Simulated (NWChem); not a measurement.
System: C2H6FNSi, singlet; SMILES F[Si]N(C)C

Here is an NWChem input.

```
start job
memory heap 200 mb stack 900 mb global 1100 mb
geometry units angstroms noautoz
  Si    -0.807563     0.902710     0.000000
  F      0.480899     1.917912     0.000000
  N      0.021411    -0.616497     0.000000
  C     -0.749036    -1.855287     0.000000
  C      1.466328    -0.820758     0.000000
  H     -0.524136    -2.461641    -0.888921
  H     -0.524136    -2.461641     0.888921
  H     -1.822191    -1.632833     0.000000
  H      1.780705    -1.387541     0.888199
  H      1.780705    -1.387541    -0.888199
  H      1.972007     0.145733     0.000000
end
basis spherical
  * library def2-svp
end
dft
  xc xpbe96 cpbe96
  iterations 150
  mulliken
end
task dft energy
```

Parts of the log:

```
             Northwest Computational Chemistry Package (NWChem) 7.3.0
             --------------------------------------------------------

 CS  symmetry detected

                             Geometry "geometry" -> ""
                             -------------------------

 Output coordinates in angstroms (scale by  1.889725989 to convert to a.u.)

  No.       Tag          Charge          X              Y              Z
 ---- ---------------- ---------- -------------- -------------- --------------
    1 Si                  14.0000    -0.81350361     0.89281761     0.00000000
    2 F                    9.0000     0.47148920     1.91240719     0.00000000
    3 N                    7.0000     0.02064585    -0.62355387     0.00000000
    4 C                    6.0000    -0.74557257    -1.86496379     0.00000000
    5 C                    6.0000     1.46625095    -0.82288672     0.00000000
    6 H                    1.0000    -0.51860629    -2.47054738    -0.88892100
    7 H                    1.0000    -0.51860629    -2.47054738     0.88892100
    8 H                    1.0000    -1.81947986    -1.64617039     0.00000000
    9 H                    1.0000     1.78255878    -1.38859444     0.88819900
   10 H                    1.0000     1.78255878    -1.38859444    -0.88819900
   11 H                    1.0000     1.96863141     0.14532296     0.00000000

 Effective nuclear repulsion energy (a.u.)     229.7267721080

      Symmetry information
      --------------------

 Group name             Cs
 Group number              2
 Group order               2
 No. of unique centers     9

  pbe96 is a nonlocal functional; adding pw91lda local functional.

                                 NWChem DFT Module
                                 -----------------

 Summary of "ao basis" -> "ao basis" (spherical)
 ------------------------------------------------------------------------------
       Tag                 Description            Shells   Functions and Types
 ---------------- ------------------------------  ------  ---------------------
 Si                         def2-svp                 8       18   4s3p1d
 F                          def2-svp                 6       14   3s2p1d
 N                          def2-svp                 6       14   3s2p1d
 C                          def2-svp                 6       14   3s2p1d
 H                          def2-svp                 3        5   2s1p

      Symmetry analysis of basis
      --------------------------

        a'         71
        a"         33

            General Information
            -------------------
          SCF calculation type: DFT
          Wavefunction type:  closed shell.
          No. of atoms     :    11
          No. of electrons :    48
           Alpha electrons :    24
            Beta electrons :    24
          Charge           :     0
          Spin multiplicity:     1
          Use of symmetry is: on ; symmetry adaption is: on
          Maximum number of iterations: 150
          AO basis - number of functions:   104
                     number of shells:    50
          Convergence on energy requested:  1.00D-06
          Convergence on density requested:  1.00D-05
          Convergence on gradient requested:  5.00D-04

              XC Information
              --------------
          PerdewBurkeErnzerhof Exchange Functional  1.000
            Perdew 1991 LDA Correlation Functional  1.000 local
           PerdewBurkeErnz. Correlation Functional  1.000 non-local

             Grid Information
             ----------------
          Grid used for XC integration:  medium
          Radial quadrature: Mura-Knowles
          Angular quadrature: Lebedev.
          Tag              B.-S. Rad. Rad. Pts. Rad. Cut. Ang. Pts.
          ---              ---------- --------- --------- ---------
          Si                  1.10       88          10.0       590
          F                   0.50       49          11.0       434
          N                   0.65       49           7.0       434
          C                   0.70       49          10.0       434
          H                   0.35       45          11.0       434
          Grid pruning is: on
          Number of quadrature shells:   464
          Spatial weights used:  Erf1

      Superposition of Atomic Density Guess
      -------------------------------------

 Sum of atomic energies:        -520.52053240

      Non-variational initial energy
      ------------------------------

 Total energy =    -522.792800
 1-e energy   =   -1173.708561
 2-e energy   =     421.188989
 HOMO         =      -0.273069
 LUMO         =      -0.007095

      Symmetry analysis of molecular orbitals - initial
      -------------------------------------------------

  Numbering of irreducible representations:

     1 a'          2 a"

  Orbital symmetries:

     1 a'          2 a'          3 a'          4 a'          5 a'
     6 a'          7 a'          8 a'          9 a"         10 a'
    11 a'         12 a'         13 a'         14 a'         15 a'
    16 a"         17 a'         18 a"         19 a'         20 a"
    21 a'         22 a'         23 a"         24 a'         25 a"
    26 a'         27 a'         28 a'         29 a'         30 a'
    31 a"         32 a'         33 a"         34 a'

     ---------------------------------------------
      Total Density - Mulliken Population Analysis
     ---------------------------------------------

    Atom       Charge   Shell Charges
 -----------   ------   -------------------------------------------------------
    1 Si  14    13.12   2.00  1.99  1.17  0.67  5.93  0.67  0.52  0.17
    2 F    9     9.61   1.99  1.15  0.78  3.53  2.15  0.00
    3 N    7     7.74   1.99  1.04  0.51  2.45  1.73  0.02
    4 C    6     6.01   1.99  0.93  0.18  1.94  0.92  0.04
    5 C    6     6.02   1.99  0.94  0.18  1.95  0.92  0.04
    6 H    1     0.92   0.69  0.21  0.02
    7 H    1     0.92   0.69  0.21  0.02
    8 H    1     0.91   0.68  0.21  0.02
    9 H    1     0.92   0.68  0.21  0.02
   10 H    1     0.92   0.68  0.21  0.02
   11 H    1     0.91   0.68  0.20  0.02

   convergence    iter        energy       DeltaE   RMS-Dens  Diis-err
 ---------------- ----- ----------------- --------- --------- ---------
 d= 0,ls=0.0,diis     1   -523.1882700926 -7.53D+02  1.48D-02  6.84D-01
 d= 0,ls=0.0,diis     2   -522.9883408182  2.00D-01  9.32D-03  2.95D+00
 d= 0,ls=0.0,diis     3   -523.2632729191 -2.75D-01  2.57D-03  4.85D-02
 d= 0,ls=0.0,diis     4   -523.2609635947  2.31D-03  1.60D-03  5.88D-02
 d= 0,ls=0.0,diis     5   -523.2675725431 -6.61D-03  4.16D-04  2.18D-03
  Resetting Diis
 d= 0,ls=0.0,diis     6   -523.2678161766 -2.44D-04  1.12D-04  2.02D-04
 d= 0,ls=0.0,diis     7   -523.2678420249 -2.58D-05  8.41D-05  1.10D-05
 d= 0,ls=0.0,diis     8   -523.2678393227  2.70D-06  4.91D-05  2.91D-05
 d= 0,ls=0.0,diis     9   -523.2678434222 -4.10D-06  1.10D-05  2.78D-06
 d= 0,ls=0.0,diis    10   -523.2678437218 -3.00D-07  2.92D-06  1.39D-07

         Total DFT energy =     -523.267843721799
      One electron energy =    -1177.759656698199
           Coulomb energy =      475.698212466918
    Exchange-Corr. energy =      -50.933171598561
 Nuclear repulsion energy =      229.726772108043

 Numeric. integr. density =       48.000011119388

                  Occupations of the irreducible representations
                  ----------------------------------------------

                     irrep           alpha         beta
                     --------     --------     --------
                     a'               19.0         19.0
                     a"                5.0          5.0

                       DFT Final Molecular Orbital Analysis
                       ------------------------------------

 Vector   22  Occ=2.000000D+00  E=-3.299417D-01  Symmetry=a'
              MO Center=  2.9D-01,  3.7D-01,  3.1D-14, r^2= 4.4D+00
   Bfn.  Coefficient  Atom+Function         Bfn.  Coefficient  Atom+Function
  ----- ------------  ---------------      ----- ------------  ---------------
    23      0.420676   2 F  py               26     -0.285503   2 F  py
    65     -0.215727   5 C  py               50     -0.201806   4 C  px
    85      0.200888   8 H  s               100     -0.200828  11 H  s
    22     -0.188403   2 F  px               64     -0.132147   5 C  px
    25      0.130874   2 F  px               36     -0.106272   3 N  px

 Vector   23  Occ=2.000000D+00  E=-2.165080D-01  Symmetry=a"
              MO Center=  5.6D-02, -6.5D-01,  1.1D-14, r^2= 2.5D+00
   Bfn.  Coefficient  Atom+Function         Bfn.  Coefficient  Atom+Function
  ----- ------------  ---------------      ----- ------------  ---------------
    38      0.487925   3 N  pz               41     -0.400024   3 N  pz
    13     -0.182921   1 Si pz               10     -0.163374   1 Si pz
    75     -0.156765   6 H  s                80      0.156765   7 H  s
    90      0.151053   9 H  s                95     -0.151053  10 H  s
    24     -0.140634   2 F  pz               76     -0.131718   6 H  s

 Vector   24  Occ=2.000000D+00  E=-2.125580D-01  Symmetry=a'
              MO Center= -1.0D+00,  8.9D-01, -1.2D-14, r^2= 2.5D+00
   Bfn.  Coefficient  Atom+Function         Bfn.  Coefficient  Atom+Function
  ----- ------------  ---------------      ----- ------------  ---------------
     4      0.472456   1 Si s                 3      0.452262   1 Si s
     2      0.283601   1 Si s                 8     -0.257711   1 Si px
    11     -0.245404   1 Si px               22     -0.234697   2 F  px
    35     -0.232487   3 N  s                37      0.187739   3 N  py
    25      0.172453   2 F  px                5      0.143573   1 Si px

[...]
```

Level: PBE/def2-SVP. Low-valent species are run as closed-shell singlets; no triplet was tried in these runs. Geometry: optimised at B3LYP/6-31G* (spherical d).
